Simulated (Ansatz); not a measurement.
Born–Oppenheimer molecular dynamics of FH$_{3}$O$_{3}$Zr (8 atoms, charge 0, multiplicity 1). It goes on from the last frame of an earlier run, with new velocities.

Theory: Ansatz, RKS PBE/def2-SVP.

| Property | Result |
| --- | --- |
| ensemble | NVT, Langevin thermostat |
| time step | 0.5 fs |
| steps asked | 150 |
| set temperature | 300 K |
| friction | 0.005 /fs |
| temperature schedule | 37 steps to 300 K, then 113 steps to 600 K |
| seed | 931683 |

First frame:

```xyz
8
Properties=species:S:1:pos:R:3
Zr -0.103 -0.118 0.161
F 0.005 0.369 2.039
O 1.598 -0.547 -0.617
H 2.359 -0.726 -1.197
O -1.111 1.435 -0.610
H -1.651 1.917 0.050
O -0.844 -1.929 -0.262
H -1.634 -2.248 0.182
```

(1) How far do the bonds stretch over the last three quarters of this one trajectory? (Pairs bonded in most of those frames.)

Results:

(1) 
| bond | mean (Å) | spread (Å) | shortest | longest |
| --- | --- | --- | --- | --- |
| Zr1–F2 | 1.925 | 0.048 | 1.85 | 1.99 |
| Zr1–O3 | 1.954 | 0.035 | 1.90 | 2.00 |
| Zr1–O5 | 1.954 | 0.018 | 1.93 | 2.00 |
| Zr1–O7 | 1.951 | 0.031 | 1.90 | 1.99 |
| O3–H4 | 0.970 | 0.018 | 0.94 | 1.00 |
| O5–H6 | 0.978 | 0.040 | 0.91 | 1.05 |
| O7–H8 | 0.971 | 0.017 | 0.94 | 1.00 |

Pairs bonded in part of these frames only: Zr1–H6 23 %.

Mean temperature of the second half: 458 K. The schedule's set-point averaged 500 K over the second half and the system 458 K. A run of 0.075 ps of so small a system gives no equilibrium averages.

Run time: 110 s on 2 threads of AMD EPYC 9R45 96-Core Processor (Zen 5) (shared host), peak memory 0.16 GiB.
